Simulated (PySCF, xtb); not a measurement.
Ta(NH)(Cl)2(Me) (CH₄Cl₂NTa), SMILES [Cl][Ta](=[NH])([CH3])[Cl], multiplicity 1.

GFN2-xTB run with xtb at its own geometry gives an orbital gap of 2.24 eV and a dipole moment of 2.00 D.

Geometry optimised at PBE0-D3(BJ)/def2-SVP. The multiplicity is an assumed one; no other spin state was optimised. The structure was generated by enumeration; whether it is a known compound was not checked. The def2 effective core potentials stand for the cores of Ta; spin–orbit coupling is left out.

Q: What does PBE/def2-TZVP (PySCF) give? (The exact figures need the calculation; the answer reports its results.)

A: gap 4.00 eV (levels -6.90 and -2.90 eV), dipole 1.38 D.
